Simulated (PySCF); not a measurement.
C₆H₉FN (doublet state).
Geometry (GFN2-xTB, Å), atoms numbered from 1 in this order:
```
atom  x, y, z in Å
C1     1.840    0.748   -0.479
C2     0.703    0.152    0.339
C3     0.311   -1.277   -0.082
C4    -1.196   -1.394    0.186
C5    -1.632    0.019    0.135
F6    -2.931    0.343    0.074
C7    -0.584    0.948    0.208
N8    -0.594    2.237    0.203
H9     1.600    0.723   -1.539
H10    1.986    1.784   -0.187
H11    2.761    0.195   -0.313
H12    0.988    0.165    1.397
H13    0.500   -1.398   -1.149
H14    0.885   -2.033    0.451
H15   -1.722   -2.017   -0.542
H16   -1.396   -1.821    1.177
H17   -1.525    2.639    0.110
```

The hyperfine couplings belong to this conformer and change with its torsions.

Identity: `[H]/N=C1\[C](F)CC[C@H]1C` [radical].

Method: PySCF, UKS B3LYP, pcH-1 on C F H N, non-relativistic, mean-field spin-orbit, GIAO. One conformer (not necessarily the lowest) at the GFN2-xTB geometry, without solvent, vibrations or thermal averaging. Couplings are sensitive to structure, and on GFN2-xTB geometries they can be far from those on DFT ones.

How many α and β electrons are there, and what is ⟨S²⟩ of the pure spin state?

Nα = 31, Nβ = 30 (61 in all), and S(S+1) = 0.75 for S = 1/2.

Mulliken spin populations, one withheld:

| atom | bound to | population |
| --- | --- | --- |
| C1 | C2, H9, H10, H11 | +0.0009 |
| C2 | C1, C3, C7, H12 | +0.0076 |
| C3 | C2, C4, H13, H14 | +0.0052 |
| C4 | C3, C5, H15, H16 | -0.0576 |
| C5 | C4, F6, C7 | ? |
| F6 | C5 | +0.0485 |
| C7 | C5, N8, C2 | -0.1723 |
| N8 | C7, H17 | +0.4662 |
| H9 | C1 | 0.0000 |
| H10 | C1 | -0.0009 |
| H11 | C1 | -0.0010 |
| H12 | C2 | 0.0000 |
| H13 | C3 | +0.0008 |
| H14 | C3 | +0.0016 |
| H15 | C4 | +0.0269 |
| H16 | C4 | +0.0498 |
| H17 | N8 | -0.0161 |

Complete the table.

The populations add up to Nα − Nβ = 1, and the others sum to 0.3596, so C5 holds +0.640.

How is the spin shared among the elements?

Nitrogen +0.47, carbon +0.42, hydrogen +0.06, fluorine +0.05. The positive populations sum to 1.25, the negative ones to -0.25.

With ⟨S²⟩ = 0.7700, find the sum of squared α–β overlaps and estimate the admixture of higher spin.

For a single determinant ⟨S²⟩ = S(S+1) + Nβ − Σ|⟨iα|jβ⟩|², so the squared overlaps of occupied orbitals sum to 30 − 0.0200 = 29.9800. If the quartet state (S + 1) were the only admixture, its weight would be 0.0200/(2S + 2) = 0.67 %. For Kohn–Sham this describes the determinant of the orbitals, not the true wave function.

What Fermi-contact NMR shifts do the couplings of C1, C2, C3, C4, C7, N8, H12 imply at 298 K (Curie law, g = gₑ)?

δ = a_FC·h·gₑ μB S(S+1)/(3 g_N μN kT), with k/h = 20836.6 MHz/K:

| nuclei | isotope | a_FC (MHz) | g_N | contact shift (ppm) |
| --- | --- | --- | --- | --- |
| C1 | 13C | -2.85 | 1.4048 | -300 |
| C2 | 13C | -1.07 | 1.4048 | -112 |
| C3 | 13C | 3.52 | 1.4048 | +371 |
| C4 | 13C | -24.76 | 1.4048 | -2609 |
| C7 | 13C | -42.63 | 1.4048 | -4491 |
| N8 | 14N | 16.01 | 0.4038 | +5868 |
| H12 | 1H | -6.98 | 5.5857 | -185 |

The sign follows the spin density at the nucleus: positive density means a positive shift.

The spin density at the nucleus, in bohr⁻³, is negative for C7 (-0.0379), C4 (-0.0220) and H17 (-0.0066), for instance. A restricted open-shell determinant has no negative spin density anywhere; here it arises because α and β orbitals differ (spin polarisation).
